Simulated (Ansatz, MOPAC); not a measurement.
System: C$_{2}$H$_{6}$GeI$_{2}$, charge 0, multiplicity 1. SMILES: [I][Ge]([CH3])([CH3])[I]
Geometry from a B3LYP-D3(BJ)/def2-TZVP (Ansatz, a quantum-chemistry and plane-wave program) optimisation:
```xyz
11

C      1.8667    -1.6817    -0.3506
Ge     0.1036    -0.8572    -0.1583
C     -1.4120    -2.0793    -0.3438
I     -0.1204     0.9596    -1.9316
I     -0.0220     0.2180     2.1490
H      2.6379    -0.9243    -0.2316
H      1.9872    -2.4485     0.4143
H      1.9449    -2.1295    -1.3411
H     -2.3414    -1.5281    -0.2212
H     -1.3850    -2.5333    -1.3342
H     -1.3427    -2.8523     0.4212
```
Charge 0, spin multiplicity 1.

Wanted: size of the dipole moment, in D. Terms: PM7 with its own dispersion and hydrogen-bond terms; LANL2DZ with its own core potentials from Na on; spin-orbit terms left out; def2 sets with scalar-relativistic core potentials past Kr; six Cartesian d functions in 6-31G* and its kin unless marked 5d; no dispersion term unless named. First-principles rows: single points at B3LYP-D3(BJ) geometries (Ansatz). Semi-empirical rows: dipoles at the shared geometry.

```json
[
 {"level": "PM3", "program": "MOPAC", "size of the dipole moment (D)": "3.64"},
 {"level": "PM6", "program": "MOPAC", "size of the dipole moment (D)": "3.06"},
 {"level": "PM7", "program": "MOPAC", "size of the dipole moment (D)": "4.40"},
 {"level": "BLYP/6-31G* with LANL2DZ past Ar", "program": "Ansatz", "size of the dipole moment (D)": "3.38"},
 {"level": "B3LYP/LANL2DZ", "program": "Ansatz", "size of the dipole moment (D)": "3.35"},
 {"level": "B3LYP/def2-SVP", "program": "Ansatz", "size of the dipole moment (D)": "2.84"},
 {"level": "B3LYP/6-31G* with LANL2DZ past Ar", "program": "Ansatz", "size of the dipole moment (D)": "3.46"}
]
```

No value to compare with is used here. The 7 habitual levels span 2.84 (B3LYP/def2-SVP) to 4.40 D (PM7).

The levels are drawn from those run, B3LYP/6-31G* more often than the rest, none by its result; left out are runs that failed, that the program found above a lower state of the same kind, or whose <S^2> lies over 0.5 above the pure value.
